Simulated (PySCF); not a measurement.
From one molecule to another.

First species: C₄H₆ClN.
SMILES with atom numbers: `[H]/[N:4]=[CH:3]\[C:2]([CH3:1])=[CH:5]\[Cl:6]` (hydrogens: H7, H8, H9 on C1; H10 on C3; H11 on N4; H12 on C5)

Structure used (PBE0-D3(BJ)/def2-SVP), in Å, numbered top down from 1:
```
atom  x, y, z in Å
C1     0.7725   -0.9302   -0.4941
C2     0.0891    0.2700    0.0723
C3    -1.3561    0.1987    0.3581
N4    -2.1316   -0.7941    0.1879
C5     0.6962    1.4371    0.3511
Cl6    2.3644    1.7596    0.1059
H7     0.3198   -1.2191   -1.4567
H8     1.8396   -0.7392   -0.6590
H9     0.6753   -1.7923    0.1859
H10   -1.7993    1.1217    0.7707
H11   -1.6170   -1.5979   -0.1888
H12    0.1471    2.2857    0.7668
```

Second species: vinyldifluoroborane, C2H3BF2.
SMILES: `C=CB(F)F`

Levels: CAM-B3LYP/def2-SVPD for dipole moment, HOMO energy, LUMO energy, HOMO–LUMO gap, static isotropic polarisability and electronic spatial extent ⟨r²⟩ about the centre of nuclear charge; TDDFT CAM-B3LYP/def2-SVPD for lowest singlet excitation; TDA CAM-B3LYP/def2-SVPD for lowest triplet excitation (Tamm–Dancoff); ΔSCF CAM-B3LYP/def2-SVPD for vertical ionisation energy; PBE0-D3(BJ)/def2-SVP for rotational constant A and rotational constant C. Geometries: PBE0-D3(BJ)/def2-SVP. Each structure is a single optimised conformer of the isolated species, non-relativistic unless stated; the electronic structure was computed with PySCF and density fitting.

Dipoles, sizes and rotational constants follow the conformer. The torsions of the flexible species, by atom-mapped SMILES:
- `[H]/[N:4]=[CH:3]\[C:2]([CH3:1])=[CH:5]\[Cl:6]`: C1–C2–C3–N4 1°
- `[CH2:1]=[CH:2][B:3]([F:4])[F:5]`: C1–C2–B3–F4 180°

Values for the first species:

```
Dipole moment                                                     : 1.55 D
HOMO energy                                                       : -8.72 eV
LUMO energy                                                       : -0.44 eV
HOMO–LUMO gap                                                     : 8.28 eV
Lowest singlet excitation                                         : 4.86 eV
Lowest triplet excitation (Tamm–Dancoff)                          : 3.36 eV
Static isotropic polarisability                                   : 74.5 au
Vertical ionisation energy                                        : 9.51 eV
Electronic spatial extent ⟨r²⟩ about the centre of nuclear charge : 902 bohr²
Rotational constant A                                             : 8.312 GHz
Rotational constant C                                             : 1.214 GHz
```

**Question.** Estimate the same properties for the second species, and the change in each.

**Answer.** 
| property | first | second | second less first |
| --- | --- | --- | --- |
| dipole moment | 1.55 D | 2.11 D | +0.56 D |
| HOMO energy | -8.72 eV | -10.00 eV | -1.28 eV |
| LUMO energy | -0.44 eV | -0.45 eV | -0.01 eV |
| HOMO–LUMO gap | 8.28 eV | 9.55 eV | +1.27 eV |
| lowest singlet excitation | 4.86 eV | 6.72 eV | +1.86 eV |
| lowest triplet excitation (Tamm–Dancoff) | 3.36 eV | 3.91 eV | +0.55 eV |
| static isotropic polarisability | 74.5 au | 38.9 au | -35.6 au |
| vertical ionisation energy | 9.51 eV | 11.15 eV | +1.64 eV |
| electronic spatial extent ⟨r²⟩ about the centre of nuclear charge | 902 bohr² | 415 bohr² | -487 bohr² |
| rotational constant A | 8.312 GHz | 9.659 GHz | +1.347 GHz |
| rotational constant C | 1.214 GHz | 2.750 GHz | +1.536 GHz |

On the first: The dipole equals about 5.2 × 10⁻³⁰ C·m (1 D = 3.33564 × 10⁻³⁰ C·m). The polarisability is 11.04 Å³ as a volume (1 au = 0.148185 Å³), or 1.38 au for each of the 54 electrons.

On the second: The polarisability is 5.76 Å³ as a volume (1 au = 0.148185 Å³), or 1.02 au for each of the 38 electrons. The vertical singlet–triplet gap S1 − T1 is 2.81 eV (TDDFT singlet less Tamm–Dancoff triplet; S1: HOMO−1→LUMO, weight 0.98; T1: HOMO→LUMO, weight 0.95).
